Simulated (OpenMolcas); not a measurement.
Os5+ (d3) among equal point charges was computed by CASSCF with the d shell active (OpenMolcas, ANO-RCC-VTZP on the metal). Its lowest spin-free states, and all those of the highest spin:

```tsv
2S+1	Degeneracy	E (cm-1)
4	1	0.0
4	2	2276
4	1	3415
4	1	7872
4	2	9991
2	2	14640
2	1	16078
2	1	16175
2	1	16252
2	2	17905
2	1	18385
2	2	19251
4	1	20257
4	2	25310
```

Q: Is the site octahedral, tetrahedral or cube-like, axial, or of lower symmetry?

A: The states with 2S+1 = 4 have orbital degeneracies 1, 2, 1, 1, 2, 1, 2. There are pairs but no triples, so the site is axial: not cubic, but with a proper or improper axis of order three or more. The run had Os5+ among 5 point charges of -2 e arranged as a square pyramid (C4v), 2.06 Å from the ion, with the axial distance 1.936 Å.

Spin-orbit coupling mixes the spin-free states strongly: the lowest level takes only 45 % from its leading state, 2S+1 = 4, which lies 2276 cm-1 above the lowest spin-free state. Without dynamic correlation the repulsion within the d shell is too large (B by tens of per cent), so at a given field states of lower spin stand too high. Point charges carry no covalency, so the field is a model and not that of real ligands. An unlabelled pair can be two single states that coincide in this model. No measured value stands beside these numbers.
